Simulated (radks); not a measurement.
Values are calculated unless marked as measured or tabulated.
Question: The titanium ion Ti4+, 18 electrons, occupied as [Ar]. Code: a radial shooting solver on a logarithmic mesh with Libxc functionals. Model: Dirac Kohn-Sham, BLYP, spin-unpolarised, spherical densities, finite nucleus; Fermi nuclear charge, rms radius 3.5921 fm. Some entries of the table are withheld. Estimate them.

orbital  occ.  eigenvalue (hartree)  r(max) (bohr)
1s1/2       2             -180.9592        0.04555
2s1/2       2             -21.77286         0.2690
2p1/2       2             -18.51191         0.2180
2p3/2       4             -18.29972         0.2202
3s1/2       2                   (1)         0.8567
3p1/2       2              -3.29770            (2)
3p3/2       4              -3.27053            (3)

Answer: 
(1) 3s1/2 eigenvalue (hartree): -4.17746
(2) 3p1/2 r(max) (bohr): 0.8762
(3) 3p3/2 r(max) (bohr): 0.8820
